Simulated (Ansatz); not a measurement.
CH7BOSi, SMILES `COB[SiH3]`. The species carries charge 0 and has multiplicity 1.

```json
{"atom": "C1", "x (Å)": "-1.908", "y (Å)": "-0.819", "z (Å)": "-0.478"}
{"atom": "O2", "x (Å)": "-0.767", "y (Å)": "0.020", "z (Å)": "-0.472"}
{"atom": "B3", "x (Å)": "0.287", "y (Å)": "-0.201", "z (Å)": "0.327"}
{"atom": "Si4", "x (Å)": "1.863", "y (Å)": "1.069", "z (Å)": "0.252"}
{"atom": "H5", "x (Å)": "-2.041", "y (Å)": "-1.222", "z (Å)": "-1.483"}
{"atom": "H6", "x (Å)": "-2.784", "y (Å)": "-0.221", "z (Å)": "-0.220"}
{"atom": "H7", "x (Å)": "-1.796", "y (Å)": "-1.639", "z (Å)": "0.237"}
{"atom": "H8", "x (Å)": "0.264", "y (Å)": "-1.153", "z (Å)": "1.071"}
{"atom": "H9", "x (Å)": "2.078", "y (Å)": "1.689", "z (Å)": "1.592"}
{"atom": "H10", "x (Å)": "3.107", "y (Å)": "0.317", "z (Å)": "-0.080"}
{"atom": "H11", "x (Å)": "1.697", "y (Å)": "2.161", "z (Å)": "-0.746"}
```

(1) List the harmonic frequencies (cm⁻¹, unscaled) at PBE0-D4/def2-TZVP in Ansatz. (An estimate is asked.)

(2) Is this a minimum?

(3) Give the ideal-gas thermochemistry at 298.15 K and 1 bar (rigid rotor, harmonic oscillator; point group Cs, symmetry number 1).

(4) And at 400, 500, 600, 800 and 1000 K?

(5) Rotational constants (cm⁻¹)?

Results:

(1) Ansatz gave: 66, 144, 159, 175, 352, 488, 510, 717, 840, 888, 936, 944, 999, 1118, 1184, 1199, 1388, 1485, 1486, 1501, 2199, 2200, 2218, 2525, 3044, 3129, 3136.

(2) Yes, all 27 modes are real.

(3) Zero-point energy 209.5 kJ/mol; H(298) − E = 229.8 kJ/mol; entropy 333.5 J/(mol·K), of which translation 162.5, rotation 105.8, vibration 65.2; G(298) − E = 130.3 kJ/mol. Modes under 100 cm⁻¹ are hindered rotations or soft bends, so the harmonic entropy is rough.

(4) 
| T (K) | H − E (kJ/mol) | S (J/mol/K) | G − E (kJ/mol) |
| --- | --- | --- | --- |
| 400 | 241.0 | 365.9 | 94.7 |
| 500 | 254.1 | 394.9 | 56.6 |
| 600 | 268.8 | 421.8 | 15.8 |
| 800 | 302.4 | 469.9 | -73.5 |
| 1000 | 340.3 | 512.0 | -171.8 |

(5) 0.9675, 0.07324, 0.07065.
